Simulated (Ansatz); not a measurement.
SnBr₃, that is [SnBr3]- with one electron fewer. Charge 0, multiplicity 2. Geometry B3LYP-D4/def2-SVPD, that of the charge -1 singlet.

Cartesian coordinates in Å:
```
Sn -0.058 -0.871 0.433
Br -2.271 0.671 0.314
Br 0.663 -0.758 -2.166
Br 1.666 0.958 1.419
```

In the def2 sets Sn takes a core potential; there is no spin–orbit coupling.

(1) Estimate the α-spin orbital energies around the gap (eV) in Ansatz with PBE-D4/def2-TZVPD, r2SCAN-D4/def2-TZVPD, PBE0-D4/def2-TZVPD.

Results:

(1) 
```json
{"orbital": "HOMO−5", "PBE-D4/def2-TZVPD": "-7.66", "r2SCAN-D4/def2-TZVPD": "-7.99", "PBE0-D4/def2-TZVPD": "-8.95"}
{"orbital": "HOMO−4", "PBE-D4/def2-TZVPD": "-7.66", "r2SCAN-D4/def2-TZVPD": "-7.99", "PBE0-D4/def2-TZVPD": "-8.95"}
{"orbital": "HOMO−3", "PBE-D4/def2-TZVPD": "-7.34", "r2SCAN-D4/def2-TZVPD": "-7.66", "PBE0-D4/def2-TZVPD": "-8.58"}
{"orbital": "HOMO−2", "PBE-D4/def2-TZVPD": "-7.34", "r2SCAN-D4/def2-TZVPD": "-7.66", "PBE0-D4/def2-TZVPD": "-8.58"}
{"orbital": "HOMO−1", "PBE-D4/def2-TZVPD": "-7.23", "r2SCAN-D4/def2-TZVPD": "-7.59", "PBE0-D4/def2-TZVPD": "-8.49"}
{"orbital": "HOMO", "PBE-D4/def2-TZVPD": "-7.22", "r2SCAN-D4/def2-TZVPD": "-7.56", "PBE0-D4/def2-TZVPD": "-8.34"}
{"orbital": "LUMO", "PBE-D4/def2-TZVPD": "-2.96", "r2SCAN-D4/def2-TZVPD": "-2.81", "PBE0-D4/def2-TZVPD": "-2.33"}
{"orbital": "LUMO+1", "PBE-D4/def2-TZVPD": "-2.79", "r2SCAN-D4/def2-TZVPD": "-2.68", "PBE0-D4/def2-TZVPD": "-2.19"}
{"orbital": "LUMO+2", "PBE-D4/def2-TZVPD": "-2.79", "r2SCAN-D4/def2-TZVPD": "-2.68", "PBE0-D4/def2-TZVPD": "-2.19"}
{"orbital": "LUMO+3", "PBE-D4/def2-TZVPD": "-0.45", "r2SCAN-D4/def2-TZVPD": "0.20", "PBE0-D4/def2-TZVPD": "-0.01"}
{"orbital": "LUMO+4", "PBE-D4/def2-TZVPD": "0.38", "r2SCAN-D4/def2-TZVPD": "0.98", "PBE0-D4/def2-TZVPD": "0.78"}
{"orbital": "LUMO+5", "PBE-D4/def2-TZVPD": "0.38", "r2SCAN-D4/def2-TZVPD": "0.98", "PBE0-D4/def2-TZVPD": "0.78"}
{"orbital": "β HOMO", "PBE-D4/def2-TZVPD": "-7.14", "r2SCAN-D4/def2-TZVPD": "-7.46", "PBE0-D4/def2-TZVPD": "-8.40"}
{"orbital": "β LUMO", "PBE-D4/def2-TZVPD": "-6.72", "r2SCAN-D4/def2-TZVPD": "-6.76", "PBE0-D4/def2-TZVPD": "-6.23"}
```
